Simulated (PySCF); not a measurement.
Atoms are numbered as in `[F:1]/[CH:2]=[CH:3]/[O:4]/[CH:5]=[C:6](/[F:7])[O:8][CH:9]([F:10])[F:11]`; H(Xn) means a hydrogen on atom n.

Geometry: PBE0-D3(BJ)/def2-SVP; GIAO shifts from PySCF 2.14, gas phase, non-relativistic, averaged over equivalent atoms.

At PBE0/pcSseg-1 (207 basis functions, 34 s wall time on 1 thread of an Arm Neoverse V2, shared host):
```csv
atoms,δ (ppm)
F10/F11,-99.5
F7,-138.4
F1,-182.5
C6,152.9
C2,149.6
C3,142.9
C5,126.4
C9,117.9
O8,170.7
O4,106.0
H(C2),7.30
H(C3),6.72
H(C9),6.11
H(C5),6.09
```

δ = σ(ref) − σ, references computed at the same level: $^{19}$F (177.25 ppm) against CFCl3; $^{13}$C (184.41 ppm) and $^{1}$H (31.27 ppm) vs TMS; $^{17}$O (334.56 ppm) against H2O.

Question: What do these become at wB97X-D/pcSseg-2?

Answer: 
```json
{"atoms": "F10/F11", "δ at wB97X-D/pcSseg-2": "-94.8", "change": "+4.7"}
{"atoms": "F7", "δ at wB97X-D/pcSseg-2": "-133.7", "change": "+4.7"}
{"atoms": "F1", "δ at wB97X-D/pcSseg-2": "-182.1", "change": "+0.4"}
{"atoms": "C6", "δ at wB97X-D/pcSseg-2": "158.1", "change": "+5.2"}
{"atoms": "C2", "δ at wB97X-D/pcSseg-2": "154.3", "change": "+4.7"}
{"atoms": "C3", "δ at wB97X-D/pcSseg-2": "148.2", "change": "+5.3"}
{"atoms": "C5", "δ at wB97X-D/pcSseg-2": "130.3", "change": "+3.9"}
{"atoms": "C9", "δ at wB97X-D/pcSseg-2": "121.7", "change": "+3.8"}
{"atoms": "O8", "δ at wB97X-D/pcSseg-2": "161.4", "change": "-9.3"}
{"atoms": "O4", "δ at wB97X-D/pcSseg-2": "89.8", "change": "-16.2"}
{"atoms": "H(C2)", "δ at wB97X-D/pcSseg-2": "7.31", "change": "+0.01"}
{"atoms": "H(C3)", "δ at wB97X-D/pcSseg-2": "6.78", "change": "+0.06"}
{"atoms": "H(C9)", "δ at wB97X-D/pcSseg-2": "6.26", "change": "+0.15"}
{"atoms": "H(C5)", "δ at wB97X-D/pcSseg-2": "6.15", "change": "+0.06"}
```

δ = σ(ref) − σ, references computed at the same level: CFCl3 for $^{19}$F (σ = 186.42 ppm); TMS for $^{13}$C (σ = 184.42 ppm) and $^{1}$H (σ = 31.36 ppm); $^{17}$O (σ = 326.83 ppm) against H2O.

The largest change is at O4 (ether oxygen). Cost: 452 basis functions, 2.3 min wall time on 1 thread of an Arm Neoverse V2, shared host. The order of the carbon signals is the same at both levels.

Unscaled 19F shifts against computed CFCl3 carry errors that often reach 10 to 50 ppm. Experimental scales use liquid or dissolved standards, which lie at an offset from isolated H2O (liquid H2O: subtract about 36 ppm).
